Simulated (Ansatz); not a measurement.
A nudged elastic band was laid between two geometries of CH₅ClSn (8 atoms, charge 0, multiplicity 1).

Method: RHF/def2-SVP in Ansatz.

```json
{
  "movable images": "5",
  "climbing image": "yes",
  "spring": "5.0 eV/Å²",
  "optimiser": "quadratic models (default)",
  "start path": "through a guess of the saddle point",
  "force threshold": "0.05 eV/Å",
  "iteration limit": "60",
  "end points": "relaxed"
}
```

Initial state:

```xyz
8
Properties=species:S:1:pos:R:3
Sn 0.252 0.000 -0.008
Cl 0.840 -0.336 2.266
H 1.727 0.160 -0.847
H -0.651 1.445 -0.042
C -0.884 -1.720 -0.611
H -1.684 -1.902 0.106
H -1.322 -1.555 -1.597
H -0.240 -2.598 -0.652
```

Final state:

```xyz
8
Properties=species:S:1:pos:R:3
Sn -0.074 0.180 -1.185
Cl 1.591 -0.126 1.683
H 2.726 0.193 1.198
H -1.216 1.152 -0.243
C -1.100 -1.733 -0.757
H -1.333 -1.840 0.304
H -2.048 -1.742 -1.304
H -0.509 -2.590 -1.083
```

Question: What changes between the two ends?

Answer: Bonds broken: Sn1–Cl2, Sn1–H3. Bonds formed: Cl2–H3. CH5ClSn becomes CH4Sn + ClH.

Question: What energy profile does the band end with?

Answer: The run converged. The highest image is number 3 of 0 to 6, 276.8 kJ/mol above the first end and 123.4 kJ/mol above the last; the last end lies 153.4 kJ/mol above the first. Neighbouring images differ by up to 1.7 eV, so the band resolves the path poorly. A vibrational analysis at the climbing image gives one clearly imaginary mode, 1483i cm⁻¹: a first-order saddle point. The orbitals stay closed-shell, which can raise the energy where a bond breaks towards radicals; this wasn't checked here.

```json
{"image": "0", "path coordinate (Å)": "0.00", "energy (kJ/mol)": "0.0", "Sn1–Cl2 (Å)": "2.37", "Sn1–H3 (Å)": "1.70", "Cl2–H3 (Å)": "3.28"}
{"image": "1", "path coordinate (Å)": "0.65", "energy (kJ/mol)": "8.6", "Sn1–Cl2 (Å)": "2.38", "Sn1–H3 (Å)": "1.69", "Cl2–H3 (Å)": "3.05"}
{"image": "2", "path coordinate (Å)": "1.31", "energy (kJ/mol)": "113.6", "Sn1–Cl2 (Å)": "2.48", "Sn1–H3 (Å)": "1.67", "Cl2–H3 (Å)": "2.36"}
{"image": "3", "path coordinate (Å)": "1.97", "energy (kJ/mol)": "276.8", "Sn1–Cl2 (Å)": "2.76", "Sn1–H3 (Å)": "1.82", "Cl2–H3 (Å)": "1.68"}
{"image": "4", "path coordinate (Å)": "2.53", "energy (kJ/mol)": "184.2", "Sn1–Cl2 (Å)": "3.08", "Sn1–H3 (Å)": "2.40", "Cl2–H3 (Å)": "1.30"}
{"image": "5", "path coordinate (Å)": "3.09", "energy (kJ/mol)": "159.2", "Sn1–Cl2 (Å)": "3.24", "Sn1–H3 (Å)": "3.07", "Cl2–H3 (Å)": "1.27"}
{"image": "6", "path coordinate (Å)": "3.65", "energy (kJ/mol)": "153.4", "Sn1–Cl2 (Å)": "3.33", "Sn1–H3 (Å)": "3.68", "Cl2–H3 (Å)": "1.27"}
```

Question: What is the geometry of the highest image?

Answer: 
```xyz
8
Properties=species:S:1:pos:R:3
Sn 0.250 0.062 -0.509
Cl 1.357 -0.214 2.005
H 1.818 0.072 0.411
H -0.875 1.348 -0.299
C -0.967 -1.719 -0.728
H -1.473 -1.912 0.219
H -1.720 -1.562 -1.501
H -0.353 -2.580 -0.985
```

Time of the run: 72 s on 1 thread of INTEL(R) XEON(R) PLATINUM 8581C CPU @ 2.30GHz (Emerald Rapids), with other jobs on the host, peak memory 0.18 GiB.
